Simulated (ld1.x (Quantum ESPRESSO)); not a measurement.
# An all-electron radial function and its pseudo partner (silicon)

Columns: radius, all-electron u(r) and pseudo u(r) of the 3p shell (level -4.05 eV) of silicon in the configuration [Ne] 3s2 3p2; Wu–Cohen, scalar-relativistic, TM scheme, ld1.x (Quantum ESPRESSO) 7.5.

```json
{"r (bohr)": "0.095", "all-electron": "0.0951", "pseudo": "-0.0081"}
{"r (bohr)": "0.190", "all-electron": "0.2072", "pseudo": "-0.0309"}
{"r (bohr)": "0.285", "all-electron": "0.2576", "pseudo": "-0.0640"}
{"r (bohr)": "0.380", "all-electron": "0.2495", "pseudo": "-0.1014"}
{"r (bohr)": "0.475", "all-electron": "0.2014", "pseudo": "-0.1373"}
{"r (bohr)": "0.570", "all-electron": "0.1299", "pseudo": "-0.1679"}
{"r (bohr)": "0.665", "all-electron": "0.0471", "pseudo": "-0.1931"}
{"r (bohr)": "0.760", "all-electron": "-0.0390", "pseudo": "-0.2152"}
{"r (bohr)": "0.855", "all-electron": "-0.1233", "pseudo": "-0.2385"}
{"r (bohr)": "0.950", "all-electron": "-0.2026", "pseudo": "-0.2671"}
{"r (bohr)": "1.045", "all-electron": "-0.2753", "pseudo": "-0.3040"}
{"r (bohr)": "1.140", "all-electron": "-0.3407", "pseudo": "-0.3494"}
{"r (bohr)": "1.235", "all-electron": "-0.3985", "pseudo": "-0.3998"}
{"r (bohr)": "1.330", "all-electron": "-0.4489", "pseudo": "-0.4489"}
{"r (bohr)": "1.425", "all-electron": "-0.4919", "pseudo": "-0.4919"}
{"r (bohr)": "1.520", "all-electron": "-0.5280", "pseudo": "-0.5280"}
{"r (bohr)": "1.615", "all-electron": "-0.5574", "pseudo": "-0.5574"}
{"r (bohr)": "1.710", "all-electron": "-0.5808", "pseudo": "-0.5808"}
{"r (bohr)": "1.805", "all-electron": "-0.5985", "pseudo": "-0.5985"}
{"r (bohr)": "1.900", "all-electron": "-0.6111", "pseudo": "-0.6111"}
{"r (bohr)": "1.995", "all-electron": "-0.6193", "pseudo": "-0.6193"}
{"r (bohr)": "2.090", "all-electron": "-0.6235", "pseudo": "-0.6235"}
{"r (bohr)": "2.185", "all-electron": "-0.6242", "pseudo": "-0.6242"}
{"r (bohr)": "2.280", "all-electron": "-0.6219", "pseudo": "-0.6219"}
{"r (bohr)": "2.375", "all-electron": "-0.6169", "pseudo": "-0.6169"}
{"r (bohr)": "2.470", "all-electron": "-0.6096", "pseudo": "-0.6096"}
```

Question: How many radial nodes do the two functions have?

Answer: The all-electron 3p function has n − l − 1 = 1; the pseudo-wave has 0, since the states of the same l below it are removed with the core.

Question: At about which radius was the pseudo-wave matched?

Answer: 1.40 bohr, where the columns begin to agree (steps of 0.10 bohr).

Question: Where does each function peak?

Answer: Outermost all-electron maximum near 2.19 bohr, pseudo maximum near 2.19 bohr (to the table’s step).

Question: Is the pseudo-wave norm-conserving?

Answer: Yes: the TM scheme keeps the norm inside the radius equal to the all-electron one, which fixes the energy derivative of the logarithmic derivative at the level.
